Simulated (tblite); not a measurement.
Torsional barriers computed with GFN2-xTB (tblite), climbing-image nudged elastic band, gas phase; electronic energies of the top image counted from the start geometry. The bands met a force threshold of 0.05 eV/Å; their tops weren't refined or checked by frequencies and can lie a kcal/mol or more above the method's true saddle points. Atom numbers follow the mapped SMILES.

Question: Rank the forward barriers of these bands, lowest first.
A. `[CH2:1]=[CH:2][CH2:3][S:4](=[O:5])(=[O:6])[CH:7]=[CH2:8]`: C2–C3–S4–C7 from 57° to 177°
B. `[F:1][C@H:2]([Cl:3])[CH2:4][C:5]#[C:6][CH2:7][Cl:8]`: F1–C2–C4–C5 from -68° to 65°
C. `[SiH3:1][O:2][c:3]1[cH:4][cH:5][cH:6][cH:7][n:8]1`: C4–C3–O2–Si1 from 180° to 0°
D. `[F:1][CH:2]([F:3])[C@H:4]1[CH2:5][CH2:6][NH:7]1`: F3–C2–C4–N7 from 158° to -74°

Answer: A (2.0 kcal/mol), D (3.4 kcal/mol), B (4.0 kcal/mol), C (4.5 kcal/mol).

| SMILES | ends of the turned bond | barrier (kcal/mol) | end above start (kcal/mol) | dihedral at top (°) | bond at start (Å) | bond at top (Å) | Eyring rate at 298 K (s⁻¹) |
| --- | --- | --- | --- | --- | --- | --- | --- |
| C=CCS(=O)(=O)C=C | sp3 carbon bound to sulfur / sulfonyl sulfur | 2.0 | 0.9 | 133 | 1.839 | 1.852 | 2 × 10^11 |
| FC(F)[C@H]1CCN1 | CHF2 carbon / sp3 carbon bound to nitrogen | 3.4 | 2.2 | -120 | 1.524 | 1.537 | 2 × 10^10 |
| F[C@H](Cl)CC#CCCl | sp3 C–F carbon / propargylic carbon | 4.0 | 0.9 | -2 | 1.525 | 1.541 | 8 × 10^9 |
| [SiH3]Oc1ccccn1 | aromatic carbon bearing oxygen / silyl ether oxygen | 4.5 | 3.2 | -65 | 1.327 | 1.340 | 3 × 10^9 |

Rates take the electronic barrier for the free energy of activation. GFN2-xTB barriers can miss by several kcal/mol, and conformer orders can be wrong, so the ranking may change at better levels.
